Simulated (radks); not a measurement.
Q: Species: Xe8+. Configuration: [Kr] 4d10 (the NIST ground configuration). All-electron calculation, scalar-relativistic Kohn-Sham, PBE, spin-polarised, spherical densities, finite nucleus; Fermi nuclear charge, rms radius 4.7859 fm. Program: a radial shooting solver on a logarithmic mesh with Libxc functionals. Some entries of the table are withheld. Estimate them.

| orbital | occ. | eigenvalue (hartree) | <1/r> (bohr^-1) |
|---|---|---|---|
| 1s | 2 | -1267.308 | 58.11 |
| 2s | 2 | -200.7356 | 13.33 |
| 2p | 6 | -180.5572 | (1) |
| 3s | 2 | -44.33002 | (2) |
| 3p | 6 | -37.81085 | 4.554 |
| 3d | 10 | (3) | 4.313 |
| 4s | 2 | -11.29394 | 1.960 |
| 4p | 6 | -9.21698 | (4) |
| 4d | 10 | (5) | (6) |

A: 
(1) 2p <1/r> (bohr^-1): 12.73
(2) 3s <1/r> (bohr^-1): 4.794
(3) 3d eigenvalue (hartree): -28.14353
(4) 4p <1/r> (bohr^-1): 1.804
(5) 4d eigenvalue (hartree): -6.16836
(6) 4d <1/r> (bohr^-1): 1.549
